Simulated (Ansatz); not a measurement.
Geometry optimisation, Ansatz 0.2.0, RKS BHLYP/6-31G*.

Input:

```yaml
crystal:
  periodic: [false, false, false]
  atoms:
    - { symbol: O, position_ang: [-0.0273, 1.192, -1.207] }
    - { symbol: Al, position_ang: [0.0244, -0.338, -0.2799] }
    - { symbol: O, position_ang: [1.2374, -0.5225, 1.0438] }
    - { symbol: Cl, position_ang: [-1.2801, -1.9848, -0.7497] }
    - { symbol: H, position_ang: [-0.7177, 1.781, -0.7248] }
    - { symbol: H, position_ang: [0.8054, -0.1916, 1.8715] }
basis:
  gaussian: { orbitals: "6-31G*" }
hamiltonian:
  xc: { name: BHLYP }
relax:
  f_tol: 0.02
  max_steps: 50
```

Run as:

```bash
$ ansatz run input.yaml --threads 1 --pin off --max-ram 2048MiB --backend cpu --events-out ev --progress --plain --runs-dir out
```

**Question.** Where does it end, and by what steps?

**Answer.** It converged. After 9 steps the energy has fallen by 0.863 eV; H5 moved furthest, 0.89 Å.

```json
{"step": "0", "energy less start (eV)": "0.0000", "largest force component (eV/Å)": "2.668", "accepted": "yes"}
{"step": "1", "energy less start (eV)": "-0.3749", "largest force component (eV/Å)": "1.497", "accepted": "yes"}
{"step": "2", "energy less start (eV)": "-0.5259", "largest force component (eV/Å)": "0.533", "accepted": "yes"}
{"step": "3", "energy less start (eV)": "-0.5578", "largest force component (eV/Å)": "0.373", "accepted": "yes"}
{"step": "4", "energy less start (eV)": "-0.5875", "largest force component (eV/Å)": "1.616", "accepted": "yes"}
{"step": "5", "energy less start (eV)": "-0.7006", "largest force component (eV/Å)": "0.808", "accepted": "yes"}
{"step": "6", "energy less start (eV)": "-0.8023", "largest force component (eV/Å)": "0.356", "accepted": "yes"}
{"step": "7", "energy less start (eV)": "-0.8536", "largest force component (eV/Å)": "0.221", "accepted": "yes"}
{"step": "8", "energy less start (eV)": "-0.8545", "largest force component (eV/Å)": "0.261", "accepted": "yes"}
{"step": "9", "energy less start (eV)": "-0.8632", "largest force component (eV/Å)": "0.010", "accepted": "yes"}
```

```xyz
6
Properties=species:S:1:pos:R:3
O -0.168 1.388 -0.849
Al -0.036 -0.072 -0.029
O 1.050 -0.195 1.248
Cl -1.211 -1.719 -0.593
H -0.764 1.524 -1.581
H 1.171 -0.991 1.758
```

Whether the end is a true minimum wasn't checked by a vibrational analysis.

Time of the run: 31 s on 1 thread of Arm Neoverse V1, on a shared host, peak memory 0.14 GiB.
